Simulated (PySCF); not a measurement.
PySCF 2.14 output of an unrestricted wB97X-V calculation on a single atom or ion in aug-cc-pCVTZ-DK with one added diffuse shell each of s, p, d, f type (8s7p5d3f, 75 functions), with the spin-free X2C one-electron Hamiltonian (Gaussian nucleus):

```
SCF conv_tol = 1e-09
number electrons alpha = 4  beta = 1
    N. Mardirossian and M. Head-Gordon.,  Phys. Chem. Chem. Phys. 16, 9904-9924 (2014)
cycle= 1 E= -51.6963877493634  delta_E= -0.00212  |g|= 0.01  |ddm|= 0.119
cycle= 2 E= -51.6965146585701  delta_E= -0.000127  |g|= 0.00344  |ddm|= 0.0598
cycle= 3 E= -51.6965559932959  delta_E= -4.13e-05  |g|= 0.00152  |ddm|= 0.0322
cycle= 4 E= -51.6965679347352  delta_E= -1.19e-05  |g|= 0.000244  |ddm|= 0.0179
cycle= 5 E= -51.6965681809956  delta_E= -2.46e-07  |g|= 2.37e-05  |ddm|= 0.00385
cycle= 6 E= -51.696568182137  delta_E= -1.14e-09  |g|= 1.01e-06  |ddm|= 0.000633
cycle= 7 E= -51.6965681821386  delta_E= -1.67e-12  |g|= 7.57e-08  |ddm|= 1.82e-05
converged SCF energy = -51.6965681821386  <S^2> = 3.7500052  2S+1 = 4.0000026
```

The run itself started from symmetry-adapted Hartree-Fock orbitals and held the occupation by maximum overlap, on a logarithmic radial grid, so the iterations belong to that start.

**Question.** Which element, charge and spin multiplicity is this?

**Answer.** N(2+) (nitrogen, charge +2), multiplicity 4; the state was [He] 2s1 2p1 3s1, high-spin 4P determinant (an excited configuration).

The outer electron is Rydberg-like, and this basis confines it to a smaller radius and binds it less than a complete one would.
